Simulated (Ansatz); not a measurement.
`N[SiH2][SiH2][SiH3]` + `OC(O)(O)F` → `OC(O)(F)O[SiH3]` + `N[SiH2][SiH3]`  (cleavage of the Si–Si bond)

Program: Ansatz. Geometries: PBE0-D4/def2-TZVP. ΔE: electronic, gas phase. CCSD(T)/CBS adds triple-zeta CCSD(T) − MP2 to the extrapolated MP2 energy (def2 sets, frozen cores). This one scheme is used for every species. DFT in def2-TZVPP. B3LYP here is the variant with VWN-RPA as its local correlation; programs differ in this. One conformer a species, not always the lowest.

CCSD(T)/CBS gives -0.80 eV.

(1) Another level gave -0.82 eV. Which?
A. r2SCAN-D4/def2-TZVPP
B. PBE-D4/def2-TZVPP
C. B3LYP-D4/def2-TZVPP
D. SCS-MP2/def2-TZVPP

Largest T1 diagnostic among the species: 0.012.

Answers

(1) C. B3LYP-D4 -0.82, r2SCAN-D4 -0.73, SCS-MP2/def2-TZVPP -0.92, PBE-D4 -0.55 eV.

From PBE to PBE0 (25 % exact exchange), in def2-TZVPP and without D4, ΔE moves by −0.06 eV. In def2-TZVPP, CCSD(T) changes the Hartree–Fock value by +0.25 eV (the triples alone add +0.03 eV) and MP2 by +0.19 eV.
